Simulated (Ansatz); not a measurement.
`F[CH2][AlH][Br]` + H₂ → `[AlH2][Br]` + `CF` at 298.15 K and 1 bar (hydrogenolysis of the Al–C bond).

Isolated molecules relaxed with PBE0-D4/def2-TZVP in Ansatz; ΔE leaves out vibrations. CCSD(T)/CBS is the MP2 limit (def2-TZVPP, def2-QZVPP) plus CCSD(T) − MP2 in def2-TZVPP, frozen cores. This one scheme is used for every species. For Br outer-core shells are correlated without core-valence functions, which leaves a few kJ/mol of doubt a bond. Scalar relativity is left out up to krypton. One conformer a species, not always the lowest.

```json
{"species": "`F[CH2][AlH][Br]`", "CCSD(T)/CBS energy (Eh)": "-2955.02561", "H − E (kJ/mol)": "114.9", "S (J/(mol·K))": "340.3"}
{"species": "H₂", "CCSD(T)/CBS energy (Eh)": "-1.17544", "H − E (kJ/mol)": "35.1", "S (J/(mol·K))": "130.4"}
{"species": "`[AlH2][Br]`", "CCSD(T)/CBS energy (Eh)": "-2816.58301", "H − E (kJ/mol)": "49.0", "S (J/(mol·K))": "265.0"}
{"species": "`CF`", "CCSD(T)/CBS energy (Eh)": "-139.63461", "H − E (kJ/mol)": "113.4", "S (J/(mol·K))": "222.6"}
```

H − E and S are ideal-gas, rigid-rotor, harmonic terms from PBE0-D4/def2-TZVP, for one conformer and one mirror image of each species. The MP2-based limit puts H₂ 0.8 mEh under its directly extrapolated value; such offsets cancel only in part. 1 Eh = 2625.50 kJ/mol, R = 8.31446 J/(mol·K).

Task: By hand: ΔE, ΔH, ΔS and ΔG.

Result: ΔE = (-2816.58301) + (-139.63461) − (-2955.02561) − (-1.17544) = -0.01657 Eh = -43.5 kJ/mol. Δ(H − E) = 49.0 + 113.4 − 114.9 − 35.1 = 12.4, so ΔH = -31.1 kJ/mol. ΔS = 265.0 + 222.6 − 340.3 − 130.4 = 16.9 J/(mol·K). ΔG = -31.1 − 298.15 × (16.9)/1000 = -36.1 kJ/mol.

Task: By hand: the equilibrium constant, and the temperature at which ΔG would vanish if ΔH and ΔS stayed fixed.

Result: log₁₀ K = −ΔG/(RT ln 10) = 6.3. ΔH and −TΔS have one sign here, so there is no such temperature.

ΔH outweighs TΔS. A doubt of 5 kJ/mol in ΔE shifts log₁₀ K by 0.9 here. Other conformers and mirror images would add mixing entropy, several J/(mol·K) or more a flexible species. These are equilibria of isolated gas molecules and say nothing of rates. Largest T1 diagnostic: 0.009 (customary marks: 0.02 for closed shells, 0.045 for open ones).
